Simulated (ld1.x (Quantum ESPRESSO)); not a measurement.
# Before and after: TM potential for silicon (Si)

- Element: silicon (Si)
- Generator: ld1.x (Quantum ESPRESSO) 7.5
- Type: norm-conserving Troullier–Martins (Kleinman–Bylander form)
- Functional: PBE
- Relativity: scalar-relativistic
- Frozen core: [Ne]
- Valence charge: 4
- Reference configuration: 3s1 3p3
- Partial waves: 3s (bound): rc 1.45 bohr; 3p (bound): rc 1.65 bohr; 3d channel at 0.2 Ry: rc 1.45 bohr
- Local potential: all-electron potential smoothed inside 1.55 bohr (lloc = -2)
- Core correction: Bessel-smoothed model core inside 0.75 bohr

Change: all radii but the core radius scaled by about 1.14 (s 1.66, p 1.88, d 1.66 bohr); local potential all-electron potential smoothed inside 1.76 bohr (lloc = -2).

Cutoffs: the cutoffs (Ry, on a coarse ladder) from which the occupation-weighted sum of valence levels, in a spherical-Bessel basis at the reference potential, stays within 10 and 1 mRy of its value at 400 Ry; they do not see the model core or the augmentation charge, which bear on the density cutoff. Errors are all-electron minus pseudo energies relative to the spin-unpolarised reference configuration.

Problem. What does the change do?

Solution. The potential gets softer (15 Ry and 40 Ry → 12 Ry and 35 Ry); of the 7 tests that both files solve, the error grows in 3 and shrinks in 1 by more than 15 % and 0.3 meV (median size 1.5 → 2.2 meV); neither file shows a bound ghost. A larger radius leaves more room for a smooth pseudo-wave, so fewer plane waves are needed.

| quantity | base | changed |
| --- | --- | --- |
| cutoff, loose | 15 Ry | 12 Ry |
| cutoff, tight | 40 Ry | 35 Ry |
| bound ghosts | none | none |
| error for 3s2 3p2, meV [ΔE -6.81 eV] | -0.3 | -0.9 |
| error for 3s2 3p1, meV [ΔE 0.93 eV] | -1.2 | -1.9 |
| error for 3s2 3p0, meV [ΔE 16.92 eV] | +11 | +11 |
| error for 3s2 3p2.3, meV [ΔE -7.74 eV] | +0.7 | 0.0 |
| error for 3s1 3p2, meV [ΔE 8.36 eV] | +2.8 | +2.6 |
| error for 3s1 3p0, meV [ΔE 50.89 eV] | +53 | +55 |
| error for 3s2 3p1.5, meV [ΔE -3.89 eV] | -1.5 | -2.2 |
